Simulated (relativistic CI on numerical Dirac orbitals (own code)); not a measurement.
**Line list: Forbidden lines, Sr²⁹⁺**

Method of calculation: Dirac-Coulomb-Breit CI, separate exchange-only KLI orbitals for each configuration, model QED, unscaled Slater integrals (own radial code, finite nucleus).

CI space (outside the closed core 1s2): 2s²2p⁵, 2s2p⁶, 2p⁶3s, 2p⁶3p, 2p⁶3d, 2s²2p⁴3s, 2s²2p⁴3p, 2s²2p⁴3d, 2s2p⁵3s, 2s2p⁵3p, 2s2p⁵3d, 2s²2p⁴4s, 2s²2p⁴4p, 2s²2p⁴4d, 2s²2p⁴4f, 2s2p⁵4s, 2s2p⁵4p, 2s2p⁵4d, 2s2p⁵4f, 2s²2p³3s², 2s²2p⁴5s, 2s²2p⁴5p, 2s²2p³3s3p, 2s²2p⁴5d, 2s²2p⁴5f, 2s²2p⁴5g, 2s²2p³3p², 2s²2p³3s3d, 2s²2p³3p3d, 2s2p⁴3s², 2s²2p³3d², 2s2p⁴3s3p, 2s2p⁵5s, 2s2p⁵5p, 2s2p⁴3p², 2s2p⁴3s3d. Levels of other configurations are missing.

| λ vac (Å) | Lower | Upper | Type | A (s⁻¹) | E lower (10³ cm⁻¹) | E upper (10³ cm⁻¹) |
| --- | --- | --- | --- | --- | --- | --- |
| 5.0970 | 2s²2p⁵ ²P°3/2 [1] | 2s2p⁵3d ²F°7/2 [104] | E2 | 1.13e+10 | 0.0 | 19619.4 |
| 5.2363 | 2s²2p⁵ ²P°1/2 [2] | 2s2p⁵3d ²D°5/2 [107] | E2 | 9.34e+10 | 568.0 | 19665.4 |
| 5.2479 | 2s2p⁶ ²S1/2 [3] | 2p⁶3d ²D5/2 [113] | E2 | 8.80e+10 | 2140.9 | 21195.9 |
| 5.2549 | 2s²2p⁵ ²P°1/2 [2] | 2s2p⁵3d ²F°5/2 [103] | E2 | 4.12e+10 | 568.0 | 19597.9 |
| 5.2549 | 2s²2p⁵ ²P°3/2 [1] | 2s2p⁵3d ²F°5/2 [95] | E2 | 5.99e+10 | 0.0 | 19029.7 |
| 5.2562 | 2s²2p⁵ ²P°3/2 [1] | 2s2p⁵3d ²F°7/2 [94] | E2 | 7.86e+10 | 0.0 | 19025.2 |
| 5.2569 | 2s2p⁶ ²S1/2 [3] | 2p⁶3d ²D3/2 [112] | E2 | 8.77e+10 | 2140.9 | 21163.6 |
| 5.2611 | 2s²2p⁵ ²P°3/2 [1] | 2s2p⁵3d ²P°3/2 [93] | E2 | 1.07e+11 | 0.0 | 19007.6 |
| 5.2637 | 2s²2p⁵ ²P°3/2 [1] | 2s2p⁵3d ²D°5/2 [92] | E2 | 4.46e+10 | 0.0 | 18998.0 |
| 5.3095 | 2s²2p⁵ ²P°3/2 [1] | 2s2p⁵3d ²F°7/2 [87] | E2 | 7.14e+10 | 0.0 | 18834.1 |
| 5.3126 | 2s²2p⁵ ²P°3/2 [1] | 2s2p⁵3d ²D°5/2 [85] | E2 | 5.70e+10 | 0.0 | 18823.3 |
| 5.3149 | 2s²2p⁵ ²P°1/2 [2] | 2s2p⁵3d ⁴D°5/2 [101] | E2 | 3.13e+10 | 568.0 | 19383.2 |
| 5.3304 | 2s²2p⁵ ²P°3/2 [1] | 2s2p⁵3d ⁴F°7/2 [84] | E2 | 1.83e+10 | 0.0 | 18760.3 |
| 5.4166 | 2s²2p⁵ ²P°1/2 [2] | 2s2p⁵3d ²F°5/2 [95] | E2 | 6.96e+09 | 568.0 | 19029.7 |
| 5.4259 | 2s²2p⁵ ²P°1/2 [2] | 2s2p⁵3d ²D°5/2 [92] | E2 | 6.96e+09 | 568.0 | 18998.0 |
| 5.8749 | 2s²2p⁵ ²P°1/2 [2] | 2s²2p⁴3p ²P°3/2 [56] | E2 | 1.53e+10 | 568.0 | 17589.4 |
| 5.8804 | 2s²2p⁵ ²P°3/2 [1] | 2s²2p⁴3p ²D°5/2 [36] | E2 | 7.49e+09 | 0.0 | 17005.7 |
| 5.8897 | 2s²2p⁵ ²P°3/2 [1] | 2s²2p⁴3p ²D°3/2 [35] | E2 | 7.01e+08 | 0.0 | 16978.7 |
| 5.8940 | 2s²2p⁵ ²P°3/2 [1] | 2s²2p⁴3p ²F°7/2 [33] | E2 | 1.44e+10 | 0.0 | 16966.5 |
| 5.9220 | 2s²2p⁵ ²P°3/2 [1] | 2s²2p⁴3p ²D°3/2 [30] | E2 | 9.96e+09 | 0.0 | 16886.1 |
| 5.9237 | 2s²2p⁵ ²P°3/2 [1] | 2s²2p⁴3p ²P°1/2 [27] | E2 | 6.45e+09 | 0.0 | 16881.3 |
| 5.9333 | 2s²2p⁵ ²P°3/2 [1] | 2s²2p⁴3p ⁴D°5/2 [26] | E2 | 4.57e+09 | 0.0 | 16853.9 |
| 5.9888 | 2s²2p⁵ ²P°3/2 [1] | 2s²2p⁴3p ⁴P°1/2 [19] | E2 | 4.41e+08 | 0.0 | 16697.9 |
| 6.0512 | 2s²2p⁵ ²P°3/2 [1] | 2s²2p⁴3p ²P°3/2 [18] | E2 | 1.30e+09 | 0.0 | 16525.8 |
| 6.0742 | 2s²2p⁵ ²P°3/2 [1] | 2s²2p⁴3p ²D°3/2 [17] | E2 | 2.04e+10 | 0.0 | 16463.0 |
| 6.0836 | 2s²2p⁵ ²P°1/2 [2] | 2s²2p⁴3p ²D°5/2 [36] | E2 | 1.00e+10 | 568.0 | 17005.7 |
| 6.0936 | 2s²2p⁵ ²P°1/2 [2] | 2s²2p⁴3p ²D°3/2 [35] | E2 | 7.26e+09 | 568.0 | 16978.7 |
| 6.1069 | 2s²2p⁵ ²P°3/2 [1] | 2s²2p⁴3p ²P°1/2 [14] | E2 | 2.66e+09 | 0.0 | 16375.0 |
| 6.1272 | 2s²2p⁵ ²P°3/2 [1] | 2s²2p⁴3p ⁴D°7/2 [13] | E2 | 4.00e+09 | 0.0 | 16320.8 |
| 6.1282 | 2s²2p⁵ ²P°1/2 [2] | 2s²2p⁴3p ²D°3/2 [30] | E2 | 9.11e+09 | 568.0 | 16886.1 |
| 6.1299 | 2s²2p⁵ ²P°3/2 [1] | 2s²2p⁴3p ²D°5/2 [11] | E2 | 1.08e+10 | 0.0 | 16313.4 |
| 6.1368 | 2s²2p⁵ ²P°3/2 [1] | 2s²2p⁴3p ²P°1/2 [10] | E2 | 1.67e+10 | 0.0 | 16295.2 |
| 6.1403 | 2s²2p⁵ ²P°1/2 [2] | 2s²2p⁴3p ⁴D°5/2 [26] | E2 | 4.69e+08 | 568.0 | 16853.9 |
| 6.1516 | 2s²2p⁵ ²P°1/2 [2] | 2s²2p⁴3p ²F°5/2 [21] | E2 | 1.28e+10 | 568.0 | 16824.0 |
| 6.1803 | 2s²2p⁵ ²P°3/2 [1] | 2s²2p⁴3p ⁴D°5/2 [8] | E2 | 1.56e+10 | 0.0 | 16180.3 |
| 6.1840 | 2s²2p⁵ ²P°1/2 [2] | 2s²2p⁴3p ⁴D°3/2 [20] | E2 | 6.46e+09 | 568.0 | 16738.8 |
| 6.1871 | 2s²2p⁵ ²P°3/2 [1] | 2s²2p⁴3p ⁴P°3/2 [7] | E2 | 5.56e+09 | 0.0 | 16162.6 |
| 176.06 | 2s²2p⁵ ²P°3/2 [1] | 2s²2p⁵ ²P°1/2 [2] | M1 | 3.26e+06 | 0.0 | 568.0 |

Terms are leading LS components. Brackets give the number of a level in order of energy, since labels repeat. The list gives strong lines, with weight on those to low levels, among the lowest 400 of 1235 levels, so that lines to higher ones, which can be the strongest, are missing. Levels whose partners in the same complex of configurations lie outside the list can be far off, and so can their lines. Rates are taken at the computed energies, electric ones in the length gauge.

At this charge energies of transitions that change n are usually good to better than 1 %, and those within a shell (Δn = 0) to a few per cent.

LS names give the leading component of a level, which can be under half, so a name can repeat, a term be missing and a line seem to break the LS rules.
